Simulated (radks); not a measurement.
Results of a calculation; reference values are marked as such.
Problem. The europium ion Eu+, [Xe] 4f7 6s1. Level of theory: non-relativistic Kohn-Sham, exchange-only LDA, spin-polarised, spherical densities, point nucleus (a radial shooting solver on a logarithmic mesh with Libxc functionals). Every spin shell is full or empty, so the densities are truly spherical. Functionals are evaluated on that one density, not self-consistently. Rank these orbital-free kinetic functionals by their error against the exact value of the orbitals, and give that value: Thomas-Fermi, TF + vW, TF + vW/9, TF + vW/5, LC94, APBEK, revAPBEK, Perdew 92, Pearson, LKT, PG1, Ernzerhof.

Solution. Exact: 10413.7 hartree. From best to worst, with 100 (|E| - |E exact|)/|E exact| (equal figures are ties): LC94 -0.02, APBEK +0.02, revAPBEK +0.18, Ernzerhof -0.50, Perdew 92 -0.74, TF + vW/9 -0.74, Pearson -0.93, TF + vW/5 +2.68, Thomas-Fermi -5.02, PG1 +13.64, LKT +17.45, TF + vW +33.45.
